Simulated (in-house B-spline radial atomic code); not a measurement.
Radial electron density of Cd IV (Cd3+), [Ar] 3d10 4s2 4p5 4d9 4f1. Computed with an all-electron radial atomic-structure program (B-spline basis): non-relativistic LDA VWN5, spherical fractional occupations, point nucleus, inside a hard spherical wall at 4.54 bohr.

Columns: r (bohr), 4πr²n(r) (electrons per bohr), bar.

```
 0.00137    1.602 #
 0.00166    2.288 #
 0.00203    3.302 ##
 0.00247    4.686 ###
 0.00301    6.608 ####
 0.00367    9.221 #####
 0.00447    12.67 #######
 0.00545    17.15 ##########
 0.00664    22.72 #############
  0.0081    29.41 #################
 0.00987     36.9 #####################
   0.012     44.6 ##########################
  0.0147    51.95 ##############################
  0.0179    57.33 #################################
  0.0218    59.88 ###################################
  0.0265     59.2 ##################################
  0.0323    56.06 ################################
  0.0394    52.77 ##############################
   0.048    52.58 ##############################
  0.0585    57.67 #################################
  0.0713     66.9 #######################################
  0.0869    75.16 ###########################################
   0.106     76.2 ############################################
   0.129    68.36 #######################################
   0.157    57.68 #################################
   0.192    53.44 ###############################
   0.234    58.16 ##################################
   0.285    62.34 ####################################
   0.347    55.18 ################################
   0.423    37.76 ######################
   0.515    22.45 #############
   0.628     17.5 ##########
   0.765    19.18 ###########
   0.933    19.05 ###########
    1.14    14.43 ########
    1.39    8.464 #####
    1.69    4.084 ##
    2.06    1.744 #
    2.51   0.7921 
    3.06   0.3999 
    3.72   0.1371 
    4.49 0.0005383
```

On this grid the curve has 4 maxima, near 0.0218, 0.106, 0.285, 0.765 bohr.

The 4d radial function P(r) = rR(r), positive near the nucleus:

```csv
r (bohr),P
0.012,0.001666
0.0179,0.005043
0.0265,0.01434
0.0394,0.0388
0.0585,0.0958
0.0869,0.2087
0.129,0.3786
0.192,0.5224
0.285,0.4357
0.423,-0.03604
0.628,-0.6921
0.933,-1.011
1.39,-0.7828
2.06,-0.358
3.06,-0.08487
4.49,-0.001316
```
